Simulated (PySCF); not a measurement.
WH4, SMILES [WH4] (connectivity only; charge and spin as stated), neutral, multiplicity 3.

Coordinates come from a PBE0-D3(BJ)/def2-TZVPD optimisation. The spin state was assumed, not searched. The def2 effective core potentials stand for the cores of W; spin–orbit coupling is left out.

The numbers are results of PBE0/def2-TZVPD run with PySCF, not measurements.

The molecule is in vacuum.

Estimate the frontier levels, dipole moment and polarisability. (An estimate is asked for; the answer gives what the named calculation found.)


```yaml
"α spin, highest occupied and lowest empty level": -6.73 and -2.10 eV
"β spin, highest occupied and lowest empty level": -9.09 and -1.94 eV
dipole_moment: 0.00 D
quadrupole, principal values (traceless, Buckingham form, about the centre of nuclear charge): 0.00, 0.00, 0.00 D·Å
mean_static_polarisability: 50.6 bohr³ (7.50 Å³)
polarisability_principal_values: 50.6, 50.6, 50.6 bohr³
"⟨S²⟩": 2.021 (pure state 2.00)
```
